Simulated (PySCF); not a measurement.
Calculation: PySCF with PBE-D3(BJ)/def2-TZVP // PBE0-D3(BJ)/def2-TZVP. Isolated molecules, 0 K electronic values unless said otherwise. Excitations are Tamm–Dancoff values on a coarser integration grid. The basis has no diffuse functions, so Rydberg states are missing or too high.

Reference species (SMILES): `[SiH3]B([SiH3])[SiH3]` (neutral, multiplicity 1).

```yaml
S1–T1 gap (TDA): 0.70 eV
T1 excitation (TDA): 2.36 eV
HOMO: -6.84 eV
```

Changed species: `CB(C)C` (0 of 3 CH3 replaced by SiH3; the reference has 3 of 3 CH3 replaced by SiH3).

### Question
Give the shifts of the S1–T1 gap (TDA), T1 excitation (TDA) and HOMO.

### Answer
the S1–T1 gap (TDA) drops by 0.15 eV, to 0.55 eV; the T1 excitation (TDA) increases by 3.21 eV, to 5.57 eV; the HOMO falls by 0.26 eV, to -7.10 eV.
